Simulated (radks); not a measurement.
Charge is removed step by step from the 3p3/2 level of Zn, starting from [Ne] 3s2 3p(1/2: 2, 3/2: 4) 3d10 4s2. All-electron calculation, Dirac Kohn-Sham, PBE, spin-unpolarised, spherical densities, finite nucleus; Fermi nuclear charge, rms radius 3.9283 fm. Program: a radial shooting solver on a logarithmic mesh with Libxc functionals.

removed (e)  E - E(0) (eV)  eigenvalue (eV)  E minus straight line (eV)
0                    0.000          -82.378                       0.000
0.125               10.423          -84.397                      -0.955
0.25                21.102          -86.487                      -1.654
0.375               32.047          -88.644                      -2.087
0.5                 43.266          -90.864                      -2.246
0.625               54.766          -93.144                      -2.124
0.75                66.554          -95.480                      -1.714
0.875               78.638          -97.869                      -1.008
1                   91.024          -100.31                       0.000

Removing the whole electron costs 91.024 eV by Delta-SCF, against 82.378 eV from minus the eigenvalue at the starting occupation. Slater's transition state (half an electron removed) gives 90.864 eV. Integrating minus the eigenvalue over the occupation (Janak's theorem) gives 91.024 eV. The mean slope of the eigenvalue, de/dn, is 17.9 eV per electron.
